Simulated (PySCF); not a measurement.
C₈H₅FOS, SMILES Fc1ccsc1-c1ccco1.

Coordinates come from a B3LYP-D3(BJ)/def2-SVP optimisation. The structure was generated by enumeration, and PubChem lists no compound with its InChIKey, so it may never have been made. Other conformers were not sampled.

All values below come from TDA-B3LYP/def2-SVP (PySCF 2.14.0).

Vertical excitations. Gas-phase values at a fixed geometry.

Problem. List the lowest excited states. (Estimate from the structure and the level; the computed values follow.)

Solution. 
```
state  energy (eV)  λ (nm)      f                                                                  main pairs
-----  -----------  ------  -----  --------------------------------------------------------------------------
S1            4.45     278  0.644                                                              HOMO→LUMO 93 %
S2            5.25     236  0.000                                                            HOMO→LUMO+2 99 %
S3            5.29     234  0.069                                          HOMO−1→LUMO 65 %, HOMO→LUMO+1 21 %
S4            5.59     222  0.085       HOMO−2→LUMO 36 %, HOMO→LUMO+1 34 %, HOMO−1→LUMO 18 %, HOMO→LUMO+3 6 %
S5            6.01     206  0.033      HOMO−3→LUMO 48 %, HOMO−2→LUMO 19 %, HOMO→LUMO+3 13 %, HOMO→LUMO+1 11 %
S6            6.29     197  0.000                                                          HOMO−1→LUMO+2 98 %
S7            6.59     188  0.015       HOMO−2→LUMO 33 %, HOMO→LUMO+1 25 %, HOMO−3→LUMO 24 %, HOMO→LUMO+3 5 %
S8            6.74     184  0.000                                                            HOMO→LUMO+5 85 %
S9            6.84     181  0.078  HOMO→LUMO+3 46 %, HOMO−2→LUMO+1 18 %, HOMO−3→LUMO 14 %, HOMO−1→LUMO+1 12 %
S10           6.87     181  0.002                                                            HOMO→LUMO+4 92 %
T1            2.71     458      0                                                              HOMO→LUMO 95 %
T2            4.14     300      0                                                            HOMO−1→LUMO 81 %
T3            4.17     297      0      HOMO→LUMO+1 53 %, HOMO−2→LUMO 16 %, HOMO−1→LUMO 14 %, HOMO−3→LUMO 10 %
T4            4.97     249      0     HOMO−3→LUMO 47 %, HOMO→LUMO+3 30 %, HOMO−2→LUMO+1 10 %, HOMO−2→LUMO 8 %
```
Triplets are in the Tamm–Dancoff approximation.
